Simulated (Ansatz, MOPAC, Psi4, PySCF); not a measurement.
Complex: C2H2 (SMILES C#C) (first 4 atoms) with CH2F2 (SMILES FCF); geometry from B3LYP-D3(BJ)/def2-TZVP, rigid monomers moved along the line of their centres of mass till H4···F5 is 3.45 Å.
(charge 0, multiplicity 1):
```csv
atom,x (Å),y (Å),z (Å)
C,0.5992,0.0170,-0.6972
C,-0.3521,-0.0636,0.0254
H,1.4373,0.0858,-1.3471
H,-1.1855,-0.1347,0.6829
F,-1.1392,0.0966,4.1255
C,0.1873,0.0691,4.4600
F,0.4242,-1.0662,5.1713
H,0.3988,0.9321,5.0927
H,0.7736,0.0425,3.5412
```

Counterpoise-corrected where a basis set is named; no monomer relaxation.

Cores are frozen in the correlated methods. The state reached by PM7 isn't checked; PM7 holds dispersion and hydrogen-bond terms.

Codes used: Ansatz (Gaussian basis) for Hartree–Fock, density functionals and correlated methods; MOPAC for PM7 (differences of heats of formation); Psi4 for SAPT; PySCF for the dispersion terms. 

```
level                    interaction energy (meV)
-----------------------  ------------------------
PM7                                         -27.5
HF/aug-cc-pVDZ                              -31.6
r2SCAN/def2-TZVPPD                          -32.6
r2SCAN-D4/def2-TZVPPD                       -39.7
B3LYP-D4/def2-TZVPPD                        -39.0
PBE0-D3(BJ)/def2-TZVPPD                     -45.7
PBE0-D4/def2-TZVPPD                         -45.1
CCSD/aug-cc-pVDZ                            -37.3
SAPT0/jun-cc-pV(D+d)Z                  (withheld)
```

**Question.** Fill in the missing entries.

**Answer.** 
- SAPT0/jun-cc-pV(D+d)Z, interaction energy (meV): -42.4

Ansatz is a program for electronic structure.
